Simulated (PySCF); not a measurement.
Excitation energy of In²⁺ by level of theory

In²⁺ [Kr] 4d10 5s1 (2S) → In²⁺ [Kr] 4d10 5p1 (2P), as a difference of total energies. Calculation: PySCF 2.14, in aug-cc-pwCVDZ-PP with ECP28MDF (6s5p4d1f, 48 functions); a scalar-relativistic core potential. Correlated levels: valence and next inner shell: nothing frozen outside the core potential. The calculations carry no spin-orbit coupling.

```csv
method,excitation energy (eV)
UHF,7.066
LDA,7.682
PBE,7.480
PBE0,7.414
r2SCAN,7.428
BLYP,7.532
TPSS,7.388
r2SCAN0,7.401
MP2 (valence and next inner shell),7.538
SCS-MP2 (valence and next inner shell),7.468
```

How much does correlation contribute at MP2 (valence and next inner shell)?

7.538 − (7.066) = 0.472 eV, measured against UHF.
